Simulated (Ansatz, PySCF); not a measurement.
C3H9FOSi, SMILES [SiH2](C(C)(F)C)O. Atoms are numbered in the order given.

```xyz
15

C     -0.9741    -1.1847     0.9875
C     -0.6796    -0.1016    -0.0316
C     -1.8723     0.7833    -0.3226
F     -0.3484    -0.7788    -1.2594
Si     0.9680     0.8108     0.3000
O      2.1659    -0.3367     0.1269
H     -1.8092    -1.8159     0.6398
H     -0.0923    -1.8253     1.1439
H     -1.2516    -0.7402     1.9563
H     -1.6509     1.4947    -1.1328
H     -2.1552     1.3577     0.5744
H     -2.7387     0.1715    -0.6264
H      1.0678     1.3509     1.6845
H      1.0788     1.9236    -0.6932
H      1.9994    -0.9161    -0.6301
```

Geometry: r2SCAN-D4/def2-SVP. This is a generated structure with no PubChem entry under its InChIKey; it may be hypothetical. The values are those of a single conformer.

Two levels are set side by side: PBE-D3(BJ)/def2-SVP (Ansatz, an electronic-structure program) and r2SCAN-D4/def2-SVP (Ansatz). Each level has its own optimised geometry; the coordinates shown are those of the second. Frequencies come from the Hessian of PySCF at each geometry. Differences are taken from unrounded values.

```tsv
quantity	r2SCAN-D4	PBE-D3(BJ)	PBE-D3(BJ) minus r2SCAN-D4
mean bond length (Å)	1.330	1.338	0.009
bond C1–C2 (Å)	1.516	1.521	0.005
bond C2–C3 (Å)	1.513	1.519	0.005
bond C2–F4 (Å)	1.441	1.445	0.004
bond C2–Si5 (Å)	1.912	1.925	0.013
bond Si5–O6 (Å)	1.668	1.684	0.016
bond C1–H7 (Å)	1.103	1.110	0.007
bond C1–H8 (Å)	1.101	1.108	0.007
bond C1–H9 (Å)	1.101	1.109	0.007
bond C3–H10 (Å)	1.101	1.108	0.007
bond C3–H11 (Å)	1.102	1.109	0.007
bond C3–H12 (Å)	1.103	1.111	0.007
bond Si5–H13 (Å)	1.489	1.501	0.011
bond Si5–H14 (Å)	1.496	1.508	0.012
bond O6–H15 (Å)	0.968	0.977	0.009
highest harmonic wavenumber (cm⁻¹)	3836	3711	-124
mean harmonic wavenumber (cm⁻¹)	1307	1273	-34
zero-point energy (kcal/mol)	72.87	70.98	-1.88
```
